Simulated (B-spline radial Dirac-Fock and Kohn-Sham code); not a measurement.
Level of theory: Dirac-Fock energy differences between relaxed states, corrected for Breit and QED terms; a radial B-spline solver. Electron correlation is not included.

Question: Identify the element and charge state from the binding energies below (tabulated ground configuration; the least bound level is included).

```
level  binding energy (eV)
    K              42502.0
   L1               7352.5
   L2               6953.6
   M4               1448.0
   N1                755.0
   N3                660.2
 N4,5                550.8
```

Answer: Pr¹⁹⁺: Z = 59 with 40 electrons, [Kr] 4d4. The hydrogen-like estimate √(E/Ry) = 55.9 for the K level lies 3.1 below Z (screening lowers it, relativity raises it); the outermost level, at 550.8 eV, fixes the charge.

Question: An atom or ion in its tabulated ground configuration has these computed binding energies (the last is its least bound level). Which is it?

| level | binding energy (eV) |
| --- | --- |
| K | 8367.5 |
| L1 | 1048.4 |
| L2 | 907.7 |
| L3 | 890.6 |
| M1 | 150.4 |
| M3 | 104.1 |
| M4,5 | 34.50 |

Answer: Ni²⁺: Z = 28 with 26 electrons, [Ar] 3d8. The hydrogen-like estimate √(E/Ry) = 24.8 for the K level lies 3.2 below Z; the outermost level, at 34.50 eV, fixes the charge.
